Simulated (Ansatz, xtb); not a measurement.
# A geometry optimisation of FH4NOSi with r2SCAN-D4/def2-SVP

The starting geometry of this gas-phase singlet was built from a drawn formula by distance geometry and a force field; its bonds are those of `[O-][NH2+][SiH2]F`.

```yaml
atoms:
  - { symbol: F, position_ang: [2.5348, -0.0393, -0.6480] }
  - { symbol: N, position_ang: [0.3962, 1.1898, 0.5356] }
  - { symbol: O, position_ang: [-0.0567, 1.8582, 1.6114] }
  - { symbol: Si, position_ang: [2.1005, 0.6991, 0.6833] }
  - { symbol: H, position_ang: [0.3955, 1.7206, -0.3534] }
  - { symbol: H, position_ang: [-0.0222, 0.2987, 0.3025] }
  - { symbol: H, position_ang: [2.9444, 1.9278, 0.8485] }
  - { symbol: H, position_ang: [2.2876, -0.2198, 1.8599] }
```

Problem. Predict what it relaxes into with r2SCAN-D4/def2-SVP.

Solution. It rearranges to `NO[SiH2]F`. Contacts that open: N2–Si4 (1.78 → 2.51 Å). Contacts that close: O3–Si4 (2.62 → 1.67 Å).

The energy falls by 2.13 eV over 20 steps:

```csv
step,E − E(last) (eV)
1,2.134
3,1.592
5,1.024
7,0.778
9,0.751
12,0.421
14,0.066
16,0.014
18,0.000
20,0.000
```

Final geometry (Å):

| atom | x (Å) | y (Å) | z (Å) |
| --- | --- | --- | --- |
| F | 2.9608 | 0.5463 | -0.5503 |
| N | -0.0335 | 0.7848 | 0.2244 |
| O | 0.9314 | 1.7020 | 0.8042 |
| Si | 2.3750 | 0.8706 | 0.9264 |
| H | -0.3139 | 1.2512 | -0.6437 |
| H | -0.8448 | 0.8766 | 0.8430 |
| H | 3.2908 | 1.8232 | 1.5996 |
| H | 2.2144 | -0.4197 | 1.6362 |

From the same start GFN2-xTB reaches the same bonding as this run.

No frequencies were run, so the end isn't proven a minimum. Run with Ansatz 0.2.0, 35 s on 2 threads of Arm Neoverse V1, on a shared host.
